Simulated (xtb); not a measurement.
Cl2Se, charge -1, doublet, from a rough starting geometry (a state made from the parent by changing its charge; the spin is typed, not shown lowest); GFN2-xTB in xtb.

Here is a job for xtb.
```
$ xtb mol.xyz --gfn 2 --chrg -1 --uhf 1 --opt vtight --json

# file mol.xyz
3

Se    -0.01676148    -0.02145019     0.92282962
Cl     1.00384371     1.21335503    -0.47054929
Cl    -1.04863885    -1.26825971    -0.46440224
```

Task: Predict the main parts of the log of this xtb run.

Result: 
```
   ID    Z sym.   atoms
    1   34 Se     1
    2   17 Cl     2, 3

           -------------------------------------------------
          |                Calculation Setup                |
           -------------------------------------------------

           -------------------------------------------------
          |                 G F N 2 - x T B                 |
           -------------------------------------------------

          ...................................................
          :                      SETUP                      :
          :.................................................:
          :  # basis functions                  30          :
          :  # atomic orbitals                  27          :
          :  # shells                            9          :
          :  # electrons                        21          :
          :  max. iterations                   250          :
          :  Hamiltonian                  GFN2-xTB          :
          :  restarted?                      false          :
          :  GBSA solvation                  false          :
          :  PC potential                    false          :
          :  electronic temp.          300.0000000     K    :
          :  accuracy                    1.0000000          :
          :  -> integral cutoff          0.2500000E+02      :
          :  -> integral neglect         0.1000000E-07      :
          :  -> SCF convergence          0.1000000E-05 Eh   :
          :  -> wf. convergence          0.1000000E-03 e    :
          :  Broyden damping             0.4000000          :
          :  net charge                         -1          :
          :  unpaired electrons                  1          :
          ...................................................

 iter      E             dE          RMSdq      gap      omega  full diag
   1    -12.5109109 -0.125109E+02  0.975E+00    0.41       0.0  T
   2    -12.5119662 -0.105522E-02  0.556E+00    0.38       1.0  T
   3    -12.5131453 -0.117913E-02  0.997E-01    0.35       1.0  T
   4    -12.5134368 -0.291515E-03  0.741E-01    0.34       1.0  T
   5    -12.5138125 -0.375708E-03  0.510E-01    0.33       1.0  T
   6    -12.5140477 -0.235207E-03  0.246E-01    0.30       1.0  T
   7    -12.5141094 -0.617218E-04  0.702E-02    0.29       1.0  T
   8    -12.5141118 -0.237970E-05  0.334E-02    0.29       1.7  T
   9    -12.5141124 -0.588294E-06  0.198E-02    0.29       2.9  T
  10    -12.5141127 -0.297906E-06  0.673E-03    0.29       8.6  T
  11    -12.5141127 -0.173496E-07  0.227E-03    0.29      25.4  T
  12    -12.5141127 -0.385682E-08  0.183E-03    0.29      31.5  T
  13    -12.5141127 -0.426274E-08  0.177E-03    0.29      32.6  T
  14    -12.5141127 -0.383179E-08  0.128E-03    0.29      45.1  T
  15    -12.5141127 -0.382721E-09  0.141E-04    0.29     409.2  T
  16    -12.5141127 -0.503775E-11  0.876E-05    0.29     659.4  T

   *** convergence criteria satisfied after 16 iterations ***

         :::::::::::::::::::::::::::::::::::::::::::::::::::::
         ::                     SUMMARY                     ::
         :::::::::::::::::::::::::::::::::::::::::::::::::::::
         :: total energy             -12.510962824225 Eh    ::
         :: gradient norm              0.138789534562 Eh/a0 ::
         :: HOMO-LUMO gap              0.285624455500 eV    ::
         ::.................................................::
         :: SCC energy               -12.514112693559 Eh    ::
         :: -> isotropic ES            0.101980904259 Eh    ::
         :: -> anisotropic ES         -0.012623532879 Eh    ::
         :: -> anisotropic XC         -0.014961042537 Eh    ::
         :: -> dispersion             -0.002708407738 Eh    ::
         :: repulsion energy           0.003149869334 Eh    ::
         :: add. restraining           0.000000000000 Eh    ::
         :: total charge              -1.000000000000 e     ::
         :::::::::::::::::::::::::::::::::::::::::::::::::::::

      -----------------------------------------------------------
     |                   =====================                   |
     |                        A N C O P T                        |
     |                   =====================                   |
     |               Approximate Normal Coordinate               |
     |                Rational Function Optimizer                |
      -----------------------------------------------------------
      -----------------------------------------------------------
     |                   =====================                   |
     |                        A N C O P T                        |
     |                   =====================                   |
     |               Approximate Normal Coordinate               |
     |                Rational Function Optimizer                |
      -----------------------------------------------------------

          ...................................................
          :                      SETUP                      :
          :.................................................:
          :   optimization level         verytight          :
          :   max. optcycles                   200          :
          :   ANC micro-cycles                  20          :
          :   degrees of freedom                 3          :
          :.................................................:
          :   RF solver                   davidson          :
          :   write xtbopt.log                true          :
          :   linear?                        false          :
          :   energy convergence         0.1000000E-06 Eh   :
          :   grad. convergence          0.2000000E-03 Eh/α :
          :   maxmium RF displ.          1.0000000          :
          :   Hlow (freq-cutoff)         0.1000000E-01      :
          :   Hmax (freq-cutoff)         5.0000000          :
          :   S6 in model hess.         20.0000000          :
[...]
 * total energy  :   -12.5444684 Eh     change       -0.3350555E-01 Eh
 * total energy  :   -12.5443153 Eh     change        0.1531068E-03 Eh
 * total energy  :   -12.5448968 Eh     change       -0.5815258E-03 Eh
 * total energy  :   -12.5461844 Eh     change       -0.1287608E-02 Eh
 * total energy  :   -12.5496375 Eh     change       -0.3453099E-02 Eh
 * total energy  :   -12.5520878 Eh     change       -0.2450306E-02 Eh
 * total energy  :   -12.5524731 Eh     change       -0.3853440E-03 Eh
 * total energy  :   -12.5525447 Eh     change       -0.7159350E-04 Eh
 * total energy  :   -12.5525466 Eh     change       -0.1868543E-05 Eh
 * total energy  :   -12.5525473 Eh     change       -0.7356213E-06 Eh
 * total energy  :   -12.5525480 Eh     change       -0.6389675E-06 Eh
 * total energy  :   -12.5525483 Eh     change       -0.2696786E-06 Eh
 * total energy  :   -12.5525483 Eh     change       -0.3438585E-07 Eh
   *** GEOMETRY OPTIMIZATION CONVERGED AFTER 14 ITERATIONS ***
[...]
          :  accuracy                    1.0000000          :
          :  -> integral cutoff          0.2500000E+02      :
          :  -> integral neglect         0.1000000E-07      :
          :  -> SCF convergence          0.1000000E-05 Eh   :
          :  -> wf. convergence          0.1000000E-03 e    :
          :  Broyden damping             0.4000000          :
          :  net charge                         -1          :
          :  unpaired electrons                  1          :
          ...................................................

 iter      E             dE          RMSdq      gap      omega  full diag
   1    -12.5539617 -0.125540E+02  0.588E-05    1.75       0.0  T
   2    -12.5539617 -0.975220E-12  0.498E-05    1.75    1159.4  T
   3    -12.5539617 -0.247269E-11  0.272E-05    1.75    2120.6  T

   *** convergence criteria satisfied after 3 iterations ***

         :::::::::::::::::::::::::::::::::::::::::::::::::::::
         ::                     SUMMARY                     ::
         :::::::::::::::::::::::::::::::::::::::::::::::::::::
         :: total energy             -12.552548288864 Eh    ::
         :: gradient norm              0.000017215123 Eh/a0 ::
         :: HOMO-LUMO gap              1.751994721500 eV    ::
         ::.................................................::
         :: SCC energy               -12.553961607172 Eh    ::
         :: -> isotropic ES            0.111004068944 Eh    ::
         :: -> anisotropic ES         -0.007806180896 Eh    ::
         :: -> anisotropic XC         -0.003907454807 Eh    ::
         :: -> dispersion             -0.002634627972 Eh    ::
         :: repulsion energy           0.001413318308 Eh    ::
         :: add. restraining           0.000000000000 Eh    ::
         :: total charge              -1.000000000000 e     ::
         :::::::::::::::::::::::::::::::::::::::::::::::::::::

           -------------------------------------------------
          |                Property Printout                |
           -------------------------------------------------

    * Orbital Energies and Occupations

         #    Occupation            Energy/Eh            Energy/eV
      -------------------------------------------------------------
         1        2.0000           -0.9185959             -24.9963
         2        2.0000           -0.8510551             -23.1584
         3        2.0000           -0.5777981             -15.7227
         4        2.0000           -0.3197750              -8.7015
         5        2.0000           -0.2983181              -8.1176
         6        2.0000           -0.2972363              -8.0882
         7        2.0000           -0.2439771              -6.6390
         8        2.0000           -0.2253679              -6.1326
         9        2.0000           -0.2229475              -6.0667
        10        2.0000           -0.2046994              -5.5702
        11        1.0000           -0.1689646              -4.5978 (HOMO)
        12                         -0.1045799              -2.8458 (LUMO)
        13                          0.1615529               4.3961
        14                          0.1629265               4.4335
        15                          0.1654164               4.5012
        16                          0.1670189               4.5448
        17                          0.1700087               4.6262
        18                          0.1913294               5.2063
        19                          0.2126064               5.7853
        20                          0.2331219               6.3436
        21                          0.2476941               6.7401
        22                          0.2528278               6.8798
       ...                                ...                  ...
        27                          0.7868261              21.4106
      -------------------------------------------------------------
                  HL-Gap            0.0643846 Eh            1.7520 eV
             Fermi-level           -0.1618021 Eh           -4.4029 eV

     #   Z          covCN         q      C6AA      α(0)
     1  34 Se       1.442    -0.352   244.612    27.306
     2  17 Cl       0.888    -0.116   102.743    15.507
     3  17 Cl       0.555    -0.532   115.110    16.395

 Mol. C6AA /au·bohr⁶  :       1328.001389
 Mol. C8AA /au·bohr⁸  :      70878.029081
 Mol. α(0) /au        :         59.207438

Wiberg/Mayer (AO) data.
largest (>0.10) Wiberg bond orders for each atom

 ---------------------------------------------------------------------------
     #   Z sym  total        # sym  WBO       # sym  WBO       # sym  WBO
 ---------------------------------------------------------------------------
     1  34 Se   1.916 --     2 Cl   1.291     3 Cl   0.625
     2  17 Cl   1.321 --     1 Se   1.291
     3  17 Cl   0.655 --     1 Se   0.625
 ---------------------------------------------------------------------------

Topologies differ in total number of bonds
Writing topology from bond orders to xtbtopo.mol

molecular dipole:
                 x           y           z       tot (Debye)
 q only:        0.908       1.099       0.013
   full:        0.720       0.871       0.281       2.960
molecular quadrupole (traceless):
                xx          xy          yy          xz          yz          zz
 q only:        0.350      -5.811      -1.870      -2.134      -2.578       1.520
  q+dip:        0.238      -8.268      -2.921      -1.810      -2.186       2.684
   full:       -0.185      -7.593      -3.085      -2.194      -2.652       3.270

optimized geometry written to: xtbopt.xyz

           -------------------------------------------------
          | TOTAL ENERGY              -12.552548288864 Eh   |
          | GRADIENT NORM               0.000017215123 Eh/α |
          | HOMO-LUMO GAP               1.751994721500 eV   |
           -------------------------------------------------

normal termination of xtb
```
